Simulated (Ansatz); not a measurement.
One change: `C=NC(N)(F)F` becomes `N[C](F)(F)[GeH3]`.

Ansatz, PBE0-D4/def2-TZVP geometries, multiplicity 1. Each molecule was computed in one conformer, which needn't be the lowest.

Scalar relativity is left out up to krypton.

| property | `C=NC(N)(F)F` |
| --- | --- |
| HOMO energy (ωB97M-V/def2-TZVPP) / eV | -10.57 |
| size of the dipole moment (B3LYP/def2-TZVPP) / D | 1.15 |
| size of the dipole moment (ωB97M-V/def2-TZVPP) / D | 1.14 |
| HOMO energy (PBE/def2-TZVPP) / eV | -6.59 |
| HOMO–LUMO gap (PBE0/def2-TZVPP) / eV | 7.12 |
| LUMO energy (B3LYP/def2-TZVPP) / eV | -1.31 |

Problem. What does the change do to each property? (Estimate.)

Solution. Computed: 
| property | `N[C](F)(F)[GeH3]` | shift |
| --- | --- | --- |
| HOMO energy (ωB97M-V/def2-TZVPP) / eV | -9.86 | 0.71 |
| size of the dipole moment (B3LYP/def2-TZVPP) / D | 2.88 | 1.73 |
| size of the dipole moment (ωB97M-V/def2-TZVPP) / D | 2.92 | 1.78 |
| HOMO energy (PBE/def2-TZVPP) / eV | -6.24 | 0.35 |
| HOMO–LUMO gap (PBE0/def2-TZVPP) / eV | 7.96 | 0.84 |
| LUMO energy (B3LYP/def2-TZVPP) / eV | 0.05 | 1.36 |

With PBE0 the HOMO rises by 0.57 eV and the LUMO rises by 1.40 eV, so the gap widens by about 0.83 eV. PBE moves the HOMO by 0.35 eV and ωB97M-V by 0.71 eV. Dipoles are sizes alone; their direction can turn.

B3LYP here is the variant with VWN-RPA as its local correlation; programs differ in this.
